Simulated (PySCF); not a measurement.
Run record: excited-state job, 3-chlorobenzonitrile (`N#Cc1cccc(Cl)c1`).

Computed with TDDFT B3LYP/def2-SVPD, vertical, gas phase, core orbitals frozen in the response (PySCF 2.14.0, density-fitted response routines). Geometry: GFN2-xTB. The input is one job of a driver script: a line of settings, then coordinates in Å.

Input:
```
{"job": {"kind": "uv", "xc": "B3LYP", "basis": "def2-SVPD", "nstates": 8, "ntriplets": 3}, "charge": 0, "multiplicity": 1}
N     -3.224423    -1.644245    -0.395501
C     -2.214751    -1.117096    -0.271364
C     -0.969806    -0.460111    -0.119391
C     -0.914075     0.933709    -0.121401
C      0.307061     1.564373     0.026480
C      1.468345     0.823726     0.175349
C      1.401650    -0.562931     0.176896
Cl     2.849624    -1.487336     0.363807
C      0.191187    -1.217161     0.031746
H     -1.822070     1.505790    -0.237264
H      0.358466     2.642400     0.026998
H      2.421880     1.314336     0.290512
H      0.142526    -2.294968     0.035405
```

Output:
```
coarse grid: 12768 points
cycle   1  E = -783.5780825443  dE =  1.533e+00  |g| = 4.667e-01  |ddm| = 1.445e+01
cycle   2  E = -783.4114063778  dE =  1.667e-01  |g| = 9.824e-01  |ddm| = 3.240e+00
cycle   3  E = -783.6288060464  dE = -2.174e-01  |g| = 1.512e-01  |ddm| = 1.700e+00
cycle   4  E = -783.6337107845  dE = -4.905e-03  |g| = 5.619e-02  |ddm| = 4.652e-01
cycle   5  E = -783.6343622877  dE = -6.515e-04  |g| = 2.390e-02  |ddm| = 2.134e-01
cycle   6  E = -783.6345137609  dE = -1.515e-04  |g| = 6.706e-03  |ddm| = 1.145e-01
cycle   7  E = -783.6345258963  dE = -1.214e-05  |g| = 1.033e-03  |ddm| = 2.239e-02
cycle   8  E = -783.6345261580  dE = -2.617e-07  |g| = 2.998e-04  |ddm| = 4.308e-03
final grid: 122688 points
cycle   9  E = -783.7421039685  dE = -3.638e-05  |g| = 4.922e-03  |ddm| = 2.559e-01
cycle  10  E = -783.7420982185  dE =  5.750e-06  |g| = 6.687e-03  |ddm| = 4.082e-02
cycle  11  E = -783.7421102570  dE = -1.204e-05  |g| = 1.219e-03  |ddm| = 2.504e-02
cycle  12  E = -783.7421105670  dE = -3.100e-07  |g| = 4.605e-04  |ddm| = 2.289e-03
cycle  13  E = -783.7421106090  dE = -4.194e-08  |g| = 1.248e-04  |ddm| = 1.021e-03
cycle  14  E = -783.7421106125  dE = -3.514e-09  |g| = 5.707e-05  |ddm| = 5.076e-04
cycle  15  E = -783.7421106134  dE = -8.756e-10  |g| = 1.277e-05  |ddm| = 1.941e-04
converged SCF energy = -783.7421106134

Static polarisability (au): isotropic 99.601, principal 56.141 104.192 138.469

Singlet excitations
state   eV       nm        f      main configurations
  1   4.8209    257.2   0.02213   H->L 0.63, H-1->L 0.13, H-1->L+1 0.13
  2   5.4701    226.7   0.09269   H-1->L 0.42, H->L+1 0.31, H->L 0.23
  3   6.1301    202.3   0.62759   H->L+1 0.48, H-1->L 0.39
  4   6.1985    200.0   0.00017   H-2->L 0.83, H-4->L 0.15
  5   6.3240    196.1   0.20429   H-1->L+1 0.74, H->L 0.09
  6   6.3466    195.4   0.00007   H-4->L 0.82, H-2->L 0.16
  7   6.4331    192.7   0.00004   H->L+2 0.95
  8   6.7268    184.3   0.00019   H-2->L+1 0.99

Triplet excitations (Tamm-Dancoff, eV): 3.7236 4.1889 4.4154
```

The SCF starts on a coarse grid where the log names one; the energy can jump when the final grid takes over, and dE then counts from the start density on the new grid. H and L stand for HOMO and LUMO; the number after each pair is its weight.

Question: How does the lowest singlet excitation compare with the HOMO–LUMO gap?

Answer: HOMO -7.62 eV and LUMO -2.11 eV give a gap of 5.51 eV; S1 at 4.82 eV lies 0.69 eV below it.

In short: HOMO -7.62 eV, LUMO -2.11 eV; lowest singlet 4.82 eV; lowest triplet 3.72 eV (Tamm–Dancoff); mean polarisability 99.6 au.

Question: How long does this job take on one thread, x86-64 server, on a shared host?

Answer: About 30 s.
Labels such as C1 count atoms from 1, the log's own numbers from 0.
